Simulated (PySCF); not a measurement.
# Bond length, frequency and bond energy of GdB by level of theory

State: Ms = 4.5 determinant of mixed spin, about 7.3 electrons in the 4f shell (Mulliken). Set-up: PySCF, spin-free X2C with a Gaussian nucleus, basis sets Gd x2c-TZVPall, B x2c-TZVPall. De refers to Gd (4f7 5d1 6s2) + B in their high-spin ground configurations, without counterpoise correction. The functionals are run spin-unrestricted. A positive dipole means Gd(−)B(+). Levels whose curve was spin-contaminated or gave no clean fit are not listed.

```tsv
Level	Re (Å)	ωe (cm⁻¹)	De (eV)	μ (D)	CPU s a point (SCF and correlation, without the integrals)
ROHF	2.430	465	n/a	-0.32	35
ROHF-MP2	2.350	523	n/a	n/a	48
ROHF-SCS-MP2	2.363	514	n/a	n/a	n/a
PBE	2.310	463	2.92	-3.78	16
```

The bond length runs from 2.310 Å (PBE) to 2.430 Å (ROHF).

Correlated steps freeze 19 core orbitals. Spin–orbit coupling is left out, which matters for elements this heavy, above all for dissociation energies. UHF is strongly spin-contaminated for GdB, so the ROHF reference used there is far from stable. With d or f electrons several states lie close, and the lowest PBE0 determinant need not be the measured ground state.

The whole job (state search and all levels along the bond) took about 15 min on 4 threads of Arm Neoverse V2 (shared host), peak memory 8.9 GiB.
